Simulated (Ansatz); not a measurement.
Two members of one family ((KI)n off), computed with Ansatz in the gas phase; def2 core potentials for I, no spin–orbit coupling. The two geometries come from different levels. HOMO and LUMO are taken over both spins. Binding counts from free atoms in the multiplicity of their measured ground term, without zero-point energy. The structures are stationary points that may keep the symmetry of their start. Remarks come from the PBE and PBE0 runs and from stability tests at other levels; not every state was tested. HOMO above LUMO (over both spins in singlets and doublets, within one spin in higher multiplets; at PBE or PBE0), or a gap under 0.15 eV within one spin, warns that the state may not be the lowest or that an electron is smeared out.

First: K2I (doublet, charge 0, r2SCAN-D4/def2-TZVP geometry).

```xyz
3

K    -0.703   -1.432    1.538
K     0.834   -0.205   -2.042
I    -0.132    1.637    0.504
```

```
              level  HOMO (eV)  LUMO (eV)  gap (eV)  binding per atom (eV)
    PBE-D4/def2-SVP      -2.55      -1.93      0.62                   1.40
r2SCAN-D4/def2-TZVP      -2.48      -1.60      0.88                   1.44
   B97M-V/def2-TZVP      -2.43      -1.92      0.51                   1.36
   PBE0-D4/def2-SVP      -2.94      -1.36      1.58                   1.40
  PBE0-D4/def2-TZVP      -2.92      -1.29      1.63                   1.41
```

Remarks: gap within one spin near zero at PBE or PBE0 (quartet).

Second: K3I2 (doublet, charge 0, B3LYP-D4/def2-SVP geometry).

```xyz
5

K     2.385    0.086    0.813
K    -0.637   -1.597   -1.859
K    -1.711    1.524    1.070
I     0.452    1.620   -1.569
I    -0.489   -1.633    1.545
```

**Question.** Estimate how these quantities change from the first to the second (second minus first).

**Answer.** 
| level | Δ HOMO (eV) | Δ LUMO (eV) | Δ gap (eV) | Δ binding per atom (eV) |
| --- | --- | --- | --- | --- |
| PBE-D4/def2-SVP | 0.39 | 0.12 | -0.27 | 0.42 |
| r2SCAN-D4/def2-TZVP | 0.38 | 0.04 | -0.34 | 0.40 |
| B97M-V/def2-TZVP | 0.26 | 0.21 | -0.05 | 0.43 |
| PBE0-D4/def2-SVP | 0.57 | 0.06 | -0.51 | 0.41 |
| PBE0-D4/def2-TZVP | 0.54 | 0.00 | -0.54 | 0.39 |
